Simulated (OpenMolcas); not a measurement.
# What triplet C3H12AlN costs in OpenMolcas

C3H12AlN has 17 atoms, charge 0, and is taken as a triplet. SMILES of the parent species: `C[N+](C)(C)[AlH3-]`. The shape is that of a PBE0-D4/def2-TZVP optimisation. That shape belongs to the parent species and isn't relaxed for this state.

```xyz
17

C    -0.4100    0.3335   -1.4224
N     0.0915   -0.0409   -0.0955
C     1.3744    0.6216    0.1648
C     0.2484   -1.4969   -0.0073
Al   -1.2661    0.5657    1.3204
H    -0.5443    1.4145   -1.4636
H     0.2934    0.0223   -2.2033
H    -1.3747   -0.1458   -1.5899
H     1.7212    0.3531    1.1628
H     1.2362    1.7020    0.1211
H     2.1231    0.3185   -0.5762
H     0.5967   -1.7607    0.9914
H     0.9693   -1.8537   -0.7520
H    -0.7171   -1.9732   -0.1785
H    -1.2709    2.1462    1.0360
H    -2.5521   -0.2688    0.8422
H    -0.5191    0.0628    2.6500
```

Program: OpenMolcas 26.06. Hardware: 1 thread of Intel Xeon Platinum 8259CL at 2.50GHz (Skylake/Cascade Lake), shared host, so times are rough. Two-electron integrals are exact unless an approximation is named.

Question: Estimate their order by wall time, quickest first.
A. energy at UHF/6-31G* (spherical functions)
B. energy at USVWN5/6-31G* (spherical functions), grid UltraFine
C. energy at U-r2SCAN/6-31G* (spherical functions), grid UltraFine

Answer: A (24 s), B (2.5 min), C (6.4 min).
